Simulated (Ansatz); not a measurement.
**Question.** Name a neutral molecule of Cl, F, S, Si and H with LUMO energy (ωB97M-V/def2-TZVPP) between 1.70 and 2.00 eV and size of the dipole moment (PBE/def2-TZVPP) between 1.00 and 1.30 D (Ansatz, PBE0-D4/def2-TZVP geometry).

**Answer.** `F[Si](S)(Cl)Cl` (1.81 eV, 1.12 D). Other molecules can fit too; these were computed, each in one conformer that needn't be the lowest.
